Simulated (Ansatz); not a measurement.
Species: C$_{7}$H$_{15}$ (charge 0, doublet). It need not be the lowest isomer of its formula. SMILES: CC([CH2])(C)C(C)C
Coordinates optimised at B3LYP-D3(BJ)/def2-TZVP (Ansatz, an electronic-structure program):
```
C
C 1 1.4957
H 2 1.0821 1 120.74
H 2 1.0828 3 117.82 1 168.51
C 1 1.5368 2 109.63 3 -29.69
H 5 1.0899 1 111.66 2 -59.61
H 5 1.0908 6 108.35 1 123.14
H 5 1.0919 6 107.66 7 116.03
C 1 1.5488 2 107.62 3 87.97
H 9 1.0909 1 110.27 2 -53.75
H 9 1.0915 10 107.79 1 121.68
H 9 1.0918 10 108.01 11 116.92
C 1 1.5615 2 109.06 3 -152.95
H 13 1.0967 1 105.29 2 -55.10
C 13 1.5301 14 107.27 1 122.03
H 15 1.0895 13 112.53 14 -56.75
H 15 1.0919 16 107.44 13 -121.11
H 15 1.0921 16 108.07 17 -115.37
C 13 1.5308 14 107.42 15 117.92
H 19 1.0908 13 111.64 14 65.66
H 19 1.0917 20 108.12 13 121.64
H 19 1.0920 20 107.89 21 115.79
```
Charge 0, spin multiplicity 2.

Wanted: atomisation energy (electronic, to ground-state atoms), in kcal/mol. Cores are frozen in the correlated levels unless marked. UHF or UKS for open shells. Spin-orbit coupling is left out. No relativistic terms. The coupled-cluster limit lacks core correlation, which all-electron functionals hold. CBS marks a two-point X^-3 extrapolation of the correlation energy; Hartree-Fock from the larger set. [CCSD(T)-MP2]/basis is that difference in the basis named.

| level | program | atomisation energy (kcal/mol) | minus last row |
|---|---|---|---|
| HF/6-31G | Ansatz | 1527.8 | -549.0 |
| revPBE-D4/def2-TZVPD | Ansatz + dftd4 | 2071.4 | -5.4 |
| B3LYP-D3(BJ)/def2-TZVPD | Ansatz + dftd3 | 2078.8 | 2.0 |
| B3LYP/def2-TZVPD | Ansatz | 2057.3 | -19.5 |
| PBE0/STO-3G | Ansatz | 2512.6 | 435.8 |
| PBE0/def2-SVP | Ansatz | 2102.2 | 25.4 |
| PBE0-D4/def2-TZVPD | Ansatz + dftd4 | 2091.8 | 15.0 |
| BHLYP-D3(BJ)/def2-TZVPD | Ansatz + dftd3 | 2038.4 | -38.4 |
| BHLYP/def2-TZVPD | Ansatz | 2022.1 | -54.7 |
| r2SCAN0-D4/def2-TZVPD | Ansatz + dftd4 | 2067.6 | -9.2 |
| r2SCAN0/def2-TZVPD | Ansatz | 2063.7 | -13.1 |
| CAM-B3LYP-D3(BJ)/def2-TZVPD | Ansatz + dftd3 | 2084.4 | 7.6 |
| LC-wPBE-D4/def2-TZVPD | Ansatz + dftd4 | 2087.7 | 10.9 |
| B2PLYP/def2-TZVPD | Ansatz | 2047.8 | -29.0 |
| MP2/6-31G* | Ansatz | 1921.7 | -155.1 |
| RI-MP2/CBS(cc-pVTZ,cc-pVQZ) | Ansatz | 2092.7 | 15.9 |
| CCSD/STO-3G | Ansatz | 2188.9 | 112.1 |
| CCSD/cc-pVDZ | Ansatz | 1926.7 | -150.1 |
| CCSD(T)/cc-pVDZ | Ansatz | 1943.7 | -133.1 |
| RI-MP2/CBS(cc-pVTZ,cc-pVQZ)+[CCSD(T)-MP2]/cc-pVDZ | Ansatz | 2078.0 | 1.2 |
| RI-MP2/CBS(cc-pVTZ,cc-pVQZ)+[CCSD(T)-MP2]/cc-pVTZ | Ansatz | 2076.8 | 0.0 |
